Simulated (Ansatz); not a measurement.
Spectroscopic constants of YF, closed-shell singlet (the spin of the measured ground state). No spin–orbit coupling.

```csv
level,bond energy D_e (kcal/mol)
SVWN5/def2-TZVPP,186.40
B97M-V/def2-TZVPP,159.98
B3LYP/def2-TZVPP,158.25
PBE0/def2-TZVPP,156.40
BHLYP/def2-TZVPP,148.79
CAM-B3LYP/def2-TZVPP,161.57
wB97X-V/def2-TZVPP,162.35
wB97M-V/def2-TZVPP,160.75
CCSD/def2-TZVPP,156.80
CCSD/def2-QZVPP,159.21
CCSD(T)/def2-TZVPP,160.45
CCSD(T)/def2-QZVPP,163.26
"CCSD(T)/CBS(def2-TZVPP, def2-QZVPP)",164.14
```

The rows run from 148.79 (BHLYP/def2-TZVPP) to 186.40 kcal/mol (SVWN5/def2-TZVPP). From def2-TZVPP to def2-QZVPP CCSD(T) changes by 2.82. The 8 functionals in def2-TZVPP without D3 or D4 span 37.61, from BHLYP to SVWN5.

D_e counts from the fitted minimum to each atom's lowest state at the same level, without counterpoise. The singlet is restricted.

Correlated levels freeze the inner cores; with def2 sets outer-core shells near the valence are correlated too. CBS(a, b) extrapolates the correlation energy as X⁻³ and adds the Hartree–Fock energy of set b.

Doubts at one or more of the structures used: a restricted determinant that unrestricted orbitals would lower (CCSD/def2-TZVPP, CCSD/def2-QZVPP, CCSD(T)/def2-TZVPP, CCSD(T)/def2-QZVPP, CCSD(T)/CBS(def2-TZVPP, def2-QZVPP)).

Programs: Ansatz (Gaussian orbitals).  In def2 rows elements past Kr take small-core potentials, without spin–orbit coupling.

Ansatz is a quantum-chemistry and plane-wave program.
